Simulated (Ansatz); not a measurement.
NiMe2 (C₂H₆Ni), relaxed as a singlet with RKS r2SCAN-D4/def2-TZVP in Ansatz, starting from the r2SCAN-D4/def2-TZVP geometry of the neutral triplet. Force threshold 0.02 eV/Å.

The order of the spin states hangs on the level: the triplet lies 0.06 eV below the singlet at PBE0-D4/def2-TZVP, but 0.23 eV above it at r2SCAN-D4/def2-TZVP.

Start:

```xyz
9

Ni   -0.6551    0.0070   -0.1711
C     0.4574    0.0897   -1.7518
H     1.0972    0.9755   -1.7316
H    -0.2058    0.1477   -2.6249
H     1.0799   -0.8049   -1.8361
C    -0.4595   -0.0896    1.7513
H     0.0912   -0.9879    2.0413
H    -1.4652   -0.1302    2.1890
H     0.0599    0.7928    2.1338
```

| step | energy (eV) | largest force component (eV/Å) | SCF passes |
| --- | --- | --- | --- |
| 1 | -43213.1572 | 1.516 | 23 |
| 2 | -43213.6510 | 0.978 | 29 |
| 3 | -43213.8536 | 0.942 | 21 |
| 4 | -43213.9837 | 0.186 | 21 |
| 5 | -43213.9921 | 0.066 | 22 |
| 6 | -43213.9956 | 0.091 | 22 |
| 7 | -43213.9975 | 0.042 | 22 |
| 8 | -43213.9976 | 0.016 | 23 |

Force components are those of the run's own axes.

End:

```xyz
9

Ni   -1.060    0.011   -0.277
C     0.383    0.073   -1.396
H     0.987    0.970   -1.243
H    -0.134    0.123   -2.371
H     0.991   -0.832   -1.338
C    -0.349   -0.074    1.405
H     0.234   -0.983    1.562
H    -1.279   -0.108    2.002
H     0.227    0.820    1.656
```

By distances, no bond broke or formed. The bond that changes most is Ni1–C2, from 1.93 to 1.83 Å (atoms count from 1).

No frequencies were taken in this run, so the end may be a saddle point.

It took 14 s on 2 threads of Intel Xeon Platinum 8488C on a shared host.
